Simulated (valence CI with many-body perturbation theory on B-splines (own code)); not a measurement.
## Dy LIII: one-electron terms

Calculated by valence CI with perturbative core correlation (CI+MBPT): four valence electrons over a frozen Dirac-Fock core [Ne], radial functions for each j: 11 s, 11 p, 10 d, 8 f, 5 g, 2 h, with the one-electron correlation potential Σ1, the two-electron term Σ2, the three-electron term Σ3, Breit, model QED; selected CI, second order for the rest, scaled by the run's own slope (own B-spline code, finite nucleus).

No measured spectrum was set against this ion. As an estimate, large intervals hold to a few tenths of a per cent, small ones and those within an open d or f shell to about a per cent. Among the levels kept, up to 590 cm⁻¹ of a level comes from second order outside the variational space, and about a tenth of that is noise between levels of different J, which matters for small intervals.

These are the spectroscopic orbitals of the CI (the correlating ones are not listed), shaped by the core and the other valence electrons. h is the expectation value of the core's Dirac-Fock operator, without the valence repulsion; Σ1 is computed up to l = 3 at one energy for each symmetry, that of its lowest orbital but kept below the first core excitation, so for empty shells it is not the orbital's own correlation shift; Breit and QED include the response of the core.

| Orbital | h (hartree) | Σ1 (cm⁻¹) | Breit (cm⁻¹) | QED (cm⁻¹) | ⟨r⟩ (bohr) |
| --- | --- | --- | --- | --- | --- |
| 3s1/2 | -199.09 | -7058 | 31185 | 25485 | 0.2138 |
| 4s1/2 | -108.34 | -2372 | 12075 | 10191 | 0.3960 |
| 5s1/2 | -67.953 | -1088 | 5766 | 4982 | 0.6364 |
| 6s1/2 | -46.558 | -594 | 3226 | 2806 | 0.9327 |
| 7s1/2 | -33.876 | -361 | 1986 | 1735 | 1.286 |
| 8s1/2 | -25.747 | -236 | 1310 | 1146 | 1.695 |
| 3p1/2 | -194.14 | -9151 | 52266 | 841 | 0.2017 |
| 4p1/2 | -106.27 | -3014 | 20325 | 353 | 0.3871 |
| 5p1/2 | -66.916 | -1389 | 9852 | 178 | 0.6298 |
| 6p1/2 | -45.966 | -761 | 5542 | 102 | 0.9287 |
| 7p1/2 | -33.506 | -463 | 3424 | 63.6 | 1.284 |
| 8p1/2 | -25.502 | -303 | 2263 | 42.3 | 1.696 |
| 3p3/2 | -186.03 | -7998 | 29734 | 3203 | 0.2117 |
| 4p3/2 | -102.96 | -2732 | 11563 | 1295 | 0.4005 |
| 5p3/2 | -65.251 | -1277 | 6092 | 646 | 0.6466 |
| 6p3/2 | -45.014 | -706 | 3439 | 368 | 0.9489 |
| 7p3/2 | -32.913 | -432 | 2131 | 229 | 1.308 |
| 8p3/2 | -25.107 | -284 | 1412 | 152 | 1.723 |
| 3d3/2 | -180 | -9917 | 24147 | -761 | 0.1816 |
| 4d3/2 | -100.65 | -2776 | 8680 | -248 | 0.3745 |
| 5d3/2 | -64.117 | -1239 | 4127 | -113 | 0.6237 |
| 6d3/2 | -44.373 | -672 | 2301 | -61.9 | 0.9292 |
| 7d3/2 | -32.515 | -408 | 1416 | -37.6 | 1.291 |
| 3d5/2 | -178.11 | -8912 | 11590 | 284 | 0.1847 |
| 4d5/2 | -99.835 | -2485 | 4118 | 175 | 0.3783 |
| 5d5/2 | -63.699 | -1110 | 2008 | 99.0 | 0.6283 |
| 6d5/2 | -44.131 | -603 | 1123 | 59.8 | 0.9347 |
| 7d5/2 | -32.362 | -367 | 693 | 38.5 | 1.298 |
| 4f5/2 | -98.59 | -2407 | 869 | -132 | 0.3301 |
| 5f5/2 | -63.079 | -1168 | 592 | -70.4 | 0.5825 |
| 6f5/2 | -43.778 | -658 | 370 | -41.3 | 0.8909 |
| 7f5/2 | -32.143 | -407 | 246 | -26.2 | 1.256 |
| 4f7/2 | -98.242 | -2296 | 245 | 58.2 | 0.3320 |
| 5f7/2 | -62.9 | -1109 | 166 | 26.9 | 0.5846 |
| 6f7/2 | -43.674 | -624 | 100 | 14.9 | 0.8934 |
| 7f7/2 | -32.077 | -386 | 66.5 | 9.2 | 1.259 |
| 5g7/2 | -62.775 |  | 19.6 | -31.3 | 0.5144 |
| 6g7/2 | -43.601 |  | 19.4 | -18.5 | 0.8238 |
| 7g7/2 | -32.03 |  | 15.2 | -11.8 | 1.190 |
| 5g9/2 | -62.67 |  | 3.6 | 23.5 | 0.5157 |
| 6g9/2 | -43.54 |  | 3.6 | 13.4 | 0.8253 |
| 7g9/2 | -31.992 |  | 2.7 | 8.3 | 1.192 |
| 6h9/2 | -43.522 |  |  |  | 0.7331 |
| 6h11/2 | -43.482 |  |  |  | 0.7342 |

Among the shells of the start configuration 3s2 3p2, Σ1 is largest in size for 3p1/2, where it is 0.021 % of h.

Lowest root of each symmetry, sizes in configuration state functions:

```
J  Parity  Roots  Reference  Variational  Second order  Change by selected CI (cm⁻¹)  Change by second order (cm⁻¹)
0    even     13         61        22283         54510                        -10163                              0
1    even     18        125        31995        149623                         -8776                            -46
2    even     26        164        31995        232617                         -9647                           -186
3    even     16        123        31994        268470                        -11498                           -191
4    even     11         79        32000        260814                        -11211                           -240
5    even      3         28        31997        144100                        -11248                            -39
0     odd     10         54        24012         40870                         -9289                             -1
1     odd     25        143        32000        149924                        -10181                           -111
2     odd     29        174        31999        232195                         -8092                           -213
3     odd     23        147        32000        268624                        -10460                           -284
4     odd     13         91        31994        260476                         -9498                           -238
5     odd      5         40        31992        183636                        -15398                           -107
6     odd      2         12        22883         82339                        -11670                            -18
```
